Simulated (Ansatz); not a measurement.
Two members of one family (Series GeH3X), computed with Ansatz in the gas phase. Binding counts from free atoms in the multiplicity of their measured ground term, without zero-point energy. A dash marks a value that wasn't run or was left out as unsound. The structures are stationary points that may keep the symmetry of their start. Remarks come from the PBE and PBE0 runs and from stability tests at other levels; not every state was tested. HOMO above LUMO (over both spins in singlets and doublets, within one spin in higher multiplets; at PBE or PBE0), or a gap under 0.15 eV within one spin, warns that the state may not be the lowest or that an electron is smeared out.

First: Ge(CN)H3 (singlet, charge 0, r2SCAN-D4/def2-TZVP geometry).

```xyz
6

Ge   -0.5698    0.1787    0.1244
C     1.2234   -0.3852   -0.2668
N     2.3036   -0.7232   -0.5025
H    -1.4460   -0.2897   -1.0327
H    -0.5439    1.6997    0.2369
H    -0.9673   -0.4804    1.4407
```

```json
{"level": "PBE-D4/def2-SVP", "HOMO (eV)": "-8.22", "LUMO (eV)": "-1.07", "gap (eV)": "7.15", "vertical IE (eV)": "–", "vertical triplet (eV)": "–", "binding per atom (eV)": "3.70"}
{"level": "PBE-D4/def2-TZVP", "HOMO (eV)": "-8.37", "LUMO (eV)": "-1.27", "gap (eV)": "7.10", "vertical IE (eV)": "11.72", "vertical triplet (eV)": "6.24", "binding per atom (eV)": "3.69"}
{"level": "r2SCAN-D4/def2-TZVP", "HOMO (eV)": "-8.67", "LUMO (eV)": "-1.05", "gap (eV)": "7.61", "vertical IE (eV)": "11.85", "vertical triplet (eV)": "6.03", "binding per atom (eV)": "3.59"}
{"level": "PBE0-D4/def2-SVP", "HOMO (eV)": "-9.63", "LUMO (eV)": "-0.12", "gap (eV)": "9.51", "vertical IE (eV)": "–", "vertical triplet (eV)": "–", "binding per atom (eV)": "3.60"}
{"level": "PBE0-D4/def2-TZVP", "HOMO (eV)": "-9.70", "LUMO (eV)": "-0.28", "gap (eV)": "9.41", "vertical IE (eV)": "12.03", "vertical triplet (eV)": "6.10", "binding per atom (eV)": "3.59"}
```

Remarks: gap within one spin near zero at PBE or PBE0 (+1 doublet).

Second: Ge(SH)H3 (singlet, charge 0, r2SCAN-D4/def2-TZVP geometry).

Cartesian coordinates in Å:
```
Ge 0.2213 -0.3565 -0.3648
S -0.2740 1.6086 0.5560
H -0.9785 1.0734 1.5672
H 1.0497 -0.0089 -1.6028
H -1.0588 -1.1009 -0.7630
H 1.0402 -1.2157 0.6074
```

Estimate the same table for the second.


| level | HOMO (eV) | LUMO (eV) | gap (eV) | vertical IE (eV) | vertical triplet (eV) | binding per atom (eV) |
| --- | --- | --- | --- | --- | --- | --- |
| PBE-D4/def2-SVP | -5.89 | -0.58 | 5.31 | – | – | 2.67 |
| PBE-D4/def2-TZVP | -6.08 | -0.91 | 5.17 | 9.50 | 5.17 | 2.68 |
| r2SCAN-D4/def2-TZVP | -6.36 | -0.60 | 5.76 | 9.56 | 5.29 | 2.72 |
| PBE0-D4/def2-SVP | -7.18 | 0.31 | 7.49 | – | – | 2.66 |
| PBE0-D4/def2-TZVP | -7.32 | 0.00 | 7.32 | 9.62 | 5.37 | 2.67 |
